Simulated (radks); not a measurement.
The numbers below are computed, except where a source is named.
Trend from Mg to Ar: ionisation energy by Delta-SCF between NIST ground configurations, and size. Code: a radial shooting solver on a logarithmic mesh with Libxc functionals. Model: Dirac Kohn-Sham, PBE, spin-unpolarised, spherical densities, finite nucleus; open shells fill j = l - 1/2 first; Fermi nuclear charge, rms radius of each element as measured or else 0.836 A^(1/3) + 0.57 fm.

Mg: configuration [Ne] 3s2; IE (eV) 7.960; NIST (eV) 7.646; kind exp.; outermost 3s1/2; <r> outermost (bohr) 3.15
Al: configuration [Ne] 3s2 3p1; IE (eV) 5.772; NIST (eV) 5.986; kind exp.; outermost 3p1/2; <r> outermost (bohr) 3.44
Si: configuration [Ne] 3s2 3p2; IE (eV) 7.755; NIST (eV) 8.152; kind exp.; outermost 3p1/2; <r> outermost (bohr) 2.79
P: configuration [Ne] 3s2 3p3; IE (eV) 9.696; NIST (eV) 10.487; kind exp.; outermost 3p3/2; <r> outermost (bohr) 2.38
S: configuration [Ne] 3s2 3p4; IE (eV) 11.726; NIST (eV) 10.360; kind exp.; outermost 3p3/2; <r> outermost (bohr) 2.08
Cl: configuration [Ne] 3s2 3p5; IE (eV) 13.822; NIST (eV) 12.968; kind exp.; outermost 3p3/2; <r> outermost (bohr) 1.85
Ar: configuration [Ar]; IE (eV) 15.992; NIST (eV) 15.760; kind exp.; outermost 3p3/2; <r> outermost (bohr) 1.67

Reference values: NIST Atomic Spectra Database (exp. = measured, semi-emp. = semi-empirical, theory = theoretical value adopted there). Spin polarisation and multiplet splitting are left out, so open shells lie too high by an amount that depends on their filling.

Beside tabulated values, note that spin-unpolarised runs miss the spin-polarisation part of the exchange energy of open shells.
